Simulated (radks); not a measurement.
Ni3+, 25 electrons, occupied as [Ar] 3d7 (the NIST ground configuration). Calculated with a radial shooting solver on a logarithmic mesh with Libxc functionals: Dirac Kohn-Sham, PBEsol, spin-unpolarised, spherical densities, point nucleus; open shells fill j = l - 1/2 first.

Normalised radial functions P(r) = r R(r) (large component), r in bohr:

| r | 2p3/2 | 3p3/2 |
|---|---|---|
| 0.004557 | 0.0129 | 0.0049 |
| 0.005934 | 0.0215 | 0.0082 |
| 0.007726 | 0.0354 | 0.0135 |
| 0.01006 | 0.0580 | 0.0221 |
| 0.01321 | 0.0954 | 0.0363 |
| 0.0172 | 0.1527 | 0.0580 |
| 0.02239 | 0.2405 | 0.0913 |
| 0.02939 | 0.3758 | 0.1423 |
| 0.03827 | 0.5641 | 0.2127 |
| 0.04983 | 0.8182 | 0.3062 |
| 0.06541 | 1.1465 | 0.4232 |
| 0.08517 | 1.5038 | 0.5412 |
| 0.1109 | 1.8389 | 0.6299 |
| 0.1444 | 2.0584 | 0.6364 |
| 0.1895 | 2.0575 | 0.4921 |
| 0.2468 | 1.7841 | 0.1667 |
| 0.3214 | 1.2977 | -0.3102 |
| 0.4218 | 0.7430 | -0.8268 |
| 0.5493 | 0.3271 | -1.1644 |
| 0.7153 | 0.1019 | -1.2053 |
| 0.9388 | 0.0194 | -0.9593 |
| 1.222 | 0.0022 | -0.5975 |
| 1.592 | 0.0001 | -0.2824 |
| 2.073 | 0.0000 | -0.0957 |
| 2.721 | 0.0000 | -0.0203 |
| 3.543 | 0.0000 | -0.0026 |
| 4.613 | 0.0000 | -0.0002 |
| 6.055 | 0.0000 | 0.0000 |
| 7.884 | 0.0000 | 0.0000 |

2p3/2: eigenvalue -878.33 eV, 0 radial nodes, <r> = 0.216 bohr, 90 % of the charge inside 0.354 bohr. 3p3/2: eigenvalue -109.73 eV, 1 radial node at r = 0.273 bohr, <r> = 0.773 bohr, 90 % of the charge inside 1.19 bohr.
